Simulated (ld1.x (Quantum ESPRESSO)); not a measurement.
**As, TM: configuration errors across variants**

* Element: arsenic
* Generator: ld1.x (Quantum ESPRESSO) 7.5
* Type: norm-conserving Troullier–Martins (Kleinman–Bylander form)
* Functional: PBE
* Relativity: scalar-relativistic
* Frozen core: [Ne] 3s2
* Valence charge: 21
* Reference configuration: 3p6 3d10 4s2 4p3
* Partial waves: 3p (bound): rc 0.90 bohr; 3d (bound): rc 0.55 bohr; 4s (bound): rc 1.55 bohr
* Local potential: the s channel
* Core correction: none

Occupied shells without a wave of their own: 4p. They enter only through the test configuration that unscreens the potential.

All-electron excitation energies from the reference (eV): (1) 3p6 3d10 4s2 4p2 9.149; (2) 3p6 3d10 4s2 4p1 27.067; (3) 3p6 3d10 4s2 4p0 54.770; (4) 3p6 3d10 4s1 4p4 9.417; (5) 3p6 3d10 4s1 4p3 19.256; (6) 3p6 3d10 4s2 4p3.3 -1.234; (7) 3p6 3d9 4s2 4p3 50.830.

For the base: The 4p level has no wave, so the channel is fitted at the deeper level alone: the likely source of the large errors.

Tests that are not counted but printed errors over 1 eV. “wave 4s (bound): rc 1.55 bohr becomes 4s (bound): rc 1.34 bohr”: 3p6 3d10 4s2 4p3.3 (pseudo-atom not self-consistent, printed error -6521 eV).

2 further variants failed, have other tests or too few solved ones, and are left out.

A true bound ghost makes a file unfit for plane-wave use even where its test errors are small: the radial tests pick states by their node count and pass the ghost by.

The file “base” misses its own reference levels by 2.1 eV. The file “wave 3p (bound): rc 0.90 bohr becomes 3p (bound): rc 0.88 bohr” misses its own reference levels by 2.1 eV. The file “wave 4s (bound): rc 1.55 bohr becomes 4s (bound): rc 1.34 bohr” misses its own reference levels by 2.1 eV. The file “wave 3d (bound): rc 0.55 bohr becomes 3d (bound): rc 0.58 bohr” misses its own reference levels by 2.1 eV.

Errors AE − PS in meV (a dash: test not solved or not reliable):

```tsv
change	(1)	(2)	(3)	(4)	(5)	(6)	(7)	bound ghosts
base	+2926	+7525	+13900	-2348	+383	-551	-735	not determined
wave 3p (bound): rc 0.90 bohr becomes 3p (bound): rc 0.88 bohr	+2926	+7525	+13900	-2348	+383	-551	-735	not determined
wave 4s (bound): rc 1.55 bohr becomes 4s (bound): rc 1.34 bohr	+2881	+7409	+13687	-2313	+373	–	-717	not determined
wave 3d (bound): rc 0.55 bohr becomes 3d (bound): rc 0.58 bohr	+2926	+7525	+13900	-2348	+383	-551	-734	not determined
```

Give the same row for: local potential the d channel.

-111, -295, -570, +78, -20, +21, -253; bound ghosts: s.
